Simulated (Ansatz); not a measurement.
F₂H₂NSi, SMILES `N[Si](F)F` radical. The species carries charge 0 and has multiplicity 2.

Z-matrix (Å, degrees):
```
N
Si 1 1.704
H 1 1.009 2 119.3
H 1 1.009 2 119.3 3 -142.7
F 2 1.594 1 107.1 3 -167.1
F 2 1.594 1 107.1 3 -50.2
```

(1) List the harmonic frequencies (cm⁻¹, unscaled) at PBE0-D4/def2-TZVP in Ansatz. (Estimate.)

(2) Is this a minimum?

(3) Give the ideal-gas thermochemistry at 298.15 K and 1 bar (rigid rotor, harmonic oscillator; point group Cs, symmetry number 1).

(4) Rotational constants (cm⁻¹)?

Answers

(1) The calculation gave: 122, 267, 318, 388, 428, 785, 795, 917, 950, 1573, 3593, 3690.

(2) Yes, all 12 modes are real.

(3) Zero-point energy 82.7 kJ/mol; H(298) − E = 99.0 kJ/mol; entropy 309.7 J/(mol·K), of which translation 163.8, rotation 104.2, vibration 35.8, electronic 5.8; G(298) − E = 6.6 kJ/mol.

(4) 0.2375, 0.2351, 0.1296.
